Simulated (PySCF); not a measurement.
# Dipole moment and polarisability of `c1cc[c]([GeH2][c]2ccccc2)cc1`

Species: C12H12Ge.
Structure used (PBE0-D3(BJ)/def2-SVP), in Å, numbered top down from 1:
```
atom  x, y, z in Å
C1    -4.2222    0.8401    0.2146
C2    -3.1147    1.1726    0.9948
C3    -1.9686    0.3808    0.9509
C4    -1.9099   -0.7546    0.1299
Ge5   -0.3014   -1.8507    0.0762
C6     1.2536   -0.7078   -0.1966
C7     2.5134   -1.0749    0.2947
C8     3.6258   -0.2600    0.0885
C9     3.4911    0.9387   -0.6109
C10    2.2427    1.3194   -1.1011
C11    1.1325    0.5016   -0.8942
C12   -3.0285   -1.0734   -0.6504
C13   -4.1777   -0.2835   -0.6088
H14   -5.1213    1.4604    0.2471
H15   -3.1436    2.0545    1.6396
H16   -1.1042    0.6585    1.5616
H17   -0.1026   -2.6236    1.3970
H18   -0.4579   -2.8726   -1.0695
H19    2.6323   -2.0088    0.8525
H20    4.6014   -0.5598    0.4794
H21    4.3613    1.5802   -0.7708
H22    2.1320    2.2602   -1.6463
H23    0.1563    0.8151   -1.2762
H24   -3.0054   -1.9502   -1.3041
H25   -5.0416   -0.5460   -1.2246
```

Level: wB97X-D/def2-SVPD (PySCF), static field, nuclei fixed, core orbitals frozen in the response. The polarisability tensor in these axes (au):

```
x   215.09  -2.86   9.43
y    -2.86 160.55  -1.13
z     9.43  -1.13 123.81
```

Task: What are the eigenvalues, a third of the trace, and Δα (Δα² = ½Σ(αi − αj)² over the three pairs)?

Result: Principal values 122.83, 160.41 and 216.21 au; mean 166.48 au = 24.67 Å³ = 27.45 × 10⁻⁴⁰ C²·m²/J; Δα = 81.38 au (49 % of the mean).

Task: What is the dipole moment, and where does it point?

Result: (-0.07, 0.81, -0.07) D, 0.81 D in size, pointing from the negative to the positive side. Measured along this direction, the outermost atoms are H18 and H17 at the negative end and H22 and H15 at the positive end.

Task: Refractivity n − 1 of an ideal gas of it at 500 K and 1 atm, from the electronic α?

Result: N = p/kT = 1.4678 × 10¹⁹ cm⁻³, so n − 1 = 2π × N × 24.67 × 10⁻²⁴ cm³ = 2275 × 10⁻⁶ at long wavelengths, for an ideal gas.

Task: Sum over states: ᾱ = Σ f/ω², ω in Eh. What share falls to these 10 lowest TDDFT singlets (eV, f)? 5.38, 0.0016; 5.40, 0.0009; 6.01, 0.0878; 6.07, 0.0172; 6.64, 0.0778; 6.70, 0.0118; 6.76, 1.3566; 6.80, 0.1489; 6.93, 0.0345; 6.96, 0.3876.

Result: They add up to 34.52 au, 20.7 % of the 166.48 au; the largest single term is 21.96 au, from the state at 6.76 eV. Terms in order: 0.04, 0.02, 1.80, 0.35, 1.31, 0.19, 21.96, 2.38, 0.53, 5.93 au. Higher excitations give the rest. The strengths listed sum to 2.125.

Task: Orientational against electronic polarisability at 500 K (dilute gas, rigid molecules)?

Result: In Gaussian units μ²/3kT = 3.20 Å³ against 24.67 Å³, a ratio of 0.13; the Debye molar polarisation (4π/3)N_A(α + μ²/3kT) is 70.3 cm³/mol, leaving out the vibrational part.

Task: Find the Langevin capture rate constant for O2+ (31.990 u) meeting this molecule (230.015 u), k = 2.342 × 10⁻⁹ cm³/s × √(α in Å³ / reduced mass in u).

Result: The reduced mass is 28.08 u, so k = 2.20 × 10⁻⁹ cm³/s. The formula leaves out the permanent dipole, which adds to the capture rate.

Isolated species at its PBE0-D3(BJ)/def2-SVP geometry (one conformer only). The calculation is non-relativistic, for germanium too.

The pairwise dispersion term of wB97X-D wasn't added to the energies; at a given geometry it leaves orbitals and properties as they are.
